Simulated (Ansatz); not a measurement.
**Halogen abstraction**

Start structure (GeSiH$_{6}$Cl, doublet), relaxed at PBE0-D4/def2-TZVP:

```
9
angstrom
Cl 0.2376 -0.7404 0.3562
Si 0.7973 -2.5163 1.2249
Ge -0.8571 2.7013 -1.3122
H 1.1196 -2.2631 2.6479
H 1.9863 -3.0354 0.5110
H -0.3293 -3.4707 1.1129
H -2.3117 2.9943 -0.9025
H 0.0931 3.7991 -0.8010
H -0.7359 2.5313 -2.8373
```

The step: SiH₃Cl ([SiH3][Cl]) + GeH₃ → GeH₃Cl ([Cl][GeH3]) + SiH₃; bonds formed: Cl1–Ge3; bonds broken: Cl1–Si2. Ansatz 0.2.0; basis: def2-TZVPP and def2-QZVPP; cores frozen in the correlated methods; orbitals are unrestricted. Filled d shells of the heavier atoms are correlated. The def2 sets are not built for correlating such inner shells, so the correlated values are less sure here. Extrapolation: Hartree–Fock as exp(−7.88 √X), correlation as X^−2.97. Energies below are by CCSD(T) at an estimated basis limit (MP2 extrapolated from triple and quadruple zeta, plus CCSD(T) − MP2 in triple zeta).

Q: What are the electronic barrier and the energy of the step, from the start structure to the end structure? (Judge from chemistry; the value comes from the calculation.)

A: The calculation gives: Barrier 94.5 kJ/mol; step energy 47.6 kJ/mol (uphill); reverse barrier, their difference, 46.9 kJ/mol. Barrier and step energy count from the start structure, the reverse barrier from the end structure.

The saddle point: One imaginary mode of 302i cm⁻¹.
```tsv
pair	start (Å)	saddle (Å)	end (Å)
Cl1–Ge3	3.98	2.37	2.16
Cl1–Si2	2.05	2.47	3.87
```

Zero-point energy (harmonic, PBE0-D4): ZPE is 121.6 kJ/mol at the start and 119.8 kJ/mol at the saddle, so the barrier goes from 94.5 to 92.7 kJ/mol.

T1 diagnostic: at most 0.015. ⟨S²⟩ of the unrestricted Hartree–Fock references: 0.75 to 0.79 (a pure state has 0.75). The start structure is not quite a true minimum (one mode of 49i cm⁻¹). The end structure is not quite a true minimum (one mode of 56i cm⁻¹).

Radical steps of this kind take place in plasma deposition and etching.

Labels in which every atom is bracketed show which atoms are joined, not bond orders.

For scale, one of the runs: CCSD(T)/def2-TZVPP, 216 basis functions, launched by `ansatz run in.yaml --threads 8 --pin off --events-out ev --progress --plain --max-ram 19148MiB`. Hardware: 8 CPU threads of an Arm Neoverse V2, shared host. Wall time 2.8 min; peak host memory 7.8 GiB.
